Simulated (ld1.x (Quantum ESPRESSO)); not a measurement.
**Transferability test, PAW potential for S**

ld1.x (Quantum ESPRESSO) 7.5 input, shortened:

```
&input
   title='S', zed=16., rel=1, dft='PBE', iswitch=3,
   config='[Ne] 3s1 3p5 3d-2'
 /
 &inputp
   pseudotype=3, lpaw=.true., tm=.true., lloc=-2, rcloc=1.30,
   nlcc=.true., new_core_ps=.true.,
   which_augfun='PSQ', rmatch_augfun_nc=.true.
 /
6
3S  1  0   1.00   0.00  1.25  1.55  0.0
3S  1  0   0.00   3.30  1.25  1.55  0.0
3P  2  1   5.00   0.00  1.30  1.70  0.0
3P  2  1   0.00   2.20  1.30  1.70  0.0
3D  3  2  -2.00   0.45  1.20  1.60  0.0
3D  3  2  -2.00   1.70  1.20  1.60  0.0
 &test
   configts(1)='3s1 3p5'
 /
```

Energies are relative to the spin-unpolarised reference configuration 3s1 3p5; without spin polarisation the order of configurations can differ from experiment.

| valence configuration | charge | ΔE all-electron (eV) | error AE − PS (meV) |
| --- | --- | --- | --- |
| 3s2 3p3 | +1 | 1.458 | -0.8 |
| 3s2 3p2 | +2 | 23.742 | -6.0 |
| 3s1 3p4 | +1 | 12.337 | -1.3 |
| 3s2 3p0 | +4 | 104.580 | -88 |
| 3s2 3p4.3 | -0.3 | -12.020 | +0.3 |
| 3s0 3p6 | 0 | 10.429 | -0.4 |

(1) What are ΔE and the potential's error for 3s2 3p4?

Levels in the configuration 3s2 3p3:

| level | all-electron (eV) | pseudo (eV) |
| --- | --- | --- |
| 3s | -27.630 | -27.631 |
| 3p | -16.796 | -16.797 |

## Answers

(1) ΔE = -10.311 eV all-electron; the error (AE − PS) is +0.1 meV.
